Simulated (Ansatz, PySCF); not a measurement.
Dimer: N2 (SMILES N#N) (first 2 atoms) with C3H4 (SMILES C=C=C); geometry from B3LYP-D3(BJ)/def2-TZVP.
(charge 0, multiplicity 1):
```json
[
 {"atom": "N", "x (Å)": "0.3035", "y (Å)": "1.6979", "z (Å)": "0.8484"},
 {"atom": "N", "x (Å)": "0.3151", "y (Å)": "0.7442", "z (Å)": "0.3192"},
 {"atom": "C", "x (Å)": "-0.0725", "y (Å)": "-1.5393", "z (Å)": "3.2118"},
 {"atom": "C", "x (Å)": "-0.0890", "y (Å)": "-0.3511", "z (Å)": "3.7389"},
 {"atom": "C", "x (Å)": "-0.1044", "y (Å)": "0.8412", "z (Å)": "4.2563"},
 {"atom": "H", "x (Å)": "-0.9835", "y (Å)": "-2.0159", "z (Å)": "2.8684"},
 {"atom": "H", "x (Å)": "0.8530", "y (Å)": "-2.0921", "z (Å)": "3.0977"},
 {"atom": "H", "x (Å)": "0.0095", "y (Å)": "1.7236", "z (Å)": "3.6367"},
 {"atom": "H", "x (Å)": "-0.2312", "y (Å)": "0.9919", "z (Å)": "5.3221"}
]
```

Basis-set superposition error: the interaction energy with monomers in their own basis, and in the dimer's basis (counterpoise).

Programs: Ansatz (a quantum-chemistry and plane-wave program) with Gaussian orbitals; PySCF for 6-31G* rows, M06-2X. 

```csv
level,uncorrected (kcal/mol),counterpoise (kcal/mol),difference
SVWN5/def2-TZVPPD,-1.63,-1.54,0.09
BLYP/def2-TZVPPD,0.64,0.72,0.08
revPBE/def2-TZVPPD,0.57,0.64,0.07
r2SCAN/def2-TZVPPD,-0.56,-0.51,0.05
BHLYP/def2-TZVPPD,0.04,0.09,0.05
M06-2X/def2-TZVPPD,-0.65,-0.59,0.06
CAM-B3LYP/def2-TZVPPD,-0.14,-0.07,0.06
wB97X-V/def2-TZVPPD,-0.95,-0.90,0.05
B2PLYP/def2-TZVPPD,-0.33,-0.18,0.14
MP2/6-31G*,-1.22,-0.40,0.82
```

The error is largest for MP2/6-31G* (0.82 kcal/mol) and smallest for BHLYP/def2-TZVPPD (0.05 kcal/mol).
